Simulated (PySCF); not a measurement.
Isomers of C6H9Cl, one GFN2-xTB conformer each. Single-point energies are computed at PBE0/pcSseg-1 (PySCF, gas phase, no added dispersion term), electronic only.

```
               SMILES  GFN2-xTB relative energy (kJ/mol)
    C[C@]1(Cl)CC12CC2                              109.9
     C=C(Cl)/C(C)=C/C                              104.1
Cl[C@@]12CCC[C@@H]1C2                                0.0
       C=C/C(=C\C)CCl                              133.2
```

Conformers: `[CH2:1]=[C:2]([Cl:3])/[C:4]([CH3:5])=[CH:6]/[CH3:7]` with C1–C2–C4–C5 -14°; `[Cl:1][C@@:2]12[CH2:3][CH2:4][CH2:5][C@@H:6]1[CH2:7]2` with Cl1–C2–C3–C4 160°, C2–C3–C4–C5 -28°, C3–C4–C5–C6 28°, C4–C5–C6–C7 48°; `[CH2:1]=[CH:2]/[C:3](=[CH:4]\[CH3:5])[CH2:6][Cl:7]` with C1–C2–C3–C4 -174°, C2–C3–C6–Cl7 -76°.

Q: What does PBE0/pcSseg-1 give for the same structures?

A: 
| SMILES | PBE0/pcSseg-1 E (Eh) | PBE0/pcSseg-1 (kJ/mol) | GFN2-xTB (kJ/mol) | point group |
| --- | --- | --- | --- | --- |
| Cl[C@@]12CCC[C@@H]1C2 | -693.75167 | 0.0 | 0.0 | C1 |
| C=C(Cl)/C(C)=C/C | -693.72997 | 57.0 | 104.1 | C1 |
| C=C/C(=C\C)CCl | -693.72845 | 61.0 | 133.2 | C1 |
| C[C@]1(Cl)CC12CC2 | -693.70973 | 110.1 | 109.9 | C1 |

Both levels put the same isomer lowest; measured from each level's own lowest isomer, the values differ by up to 72.2 kJ/mol (C=C/C(=C\C)CCl: 133.2 against 61.0). As drawn, the highest has a quaternary carbon, which the lowest lacks. Neighbours under 10 kJ/mol apart (C=C(Cl)/C(C)=C/C and C=C/C(=C\C)CCl) can change places with a better method, another conformer or zero-point energy.

Q: Which frontier levels, dipoles and rotational constants go with these structures?

A: 
| SMILES | HOMO (eV, PBE0/pcSseg-1) | LUMO (eV) | dipole (D) | A, B, C (MHz) |
| --- | --- | --- | --- | --- |
| Cl[C@@]12CCC[C@@H]1C2 | -7.45 | 0.95 | 2.14 | 4313, 1686, 1470 |
| C=C(Cl)/C(C)=C/C | -6.68 | -0.93 | 2.08 | 3200, 1543, 1064 |
| C=C/C(=C\C)CCl | -6.76 | -0.97 | 2.45 | 2919, 1449, 1077 |
| C[C@]1(Cl)CC12CC2 | -7.52 | 0.89 | 2.10 | 3337, 1727, 1459 |
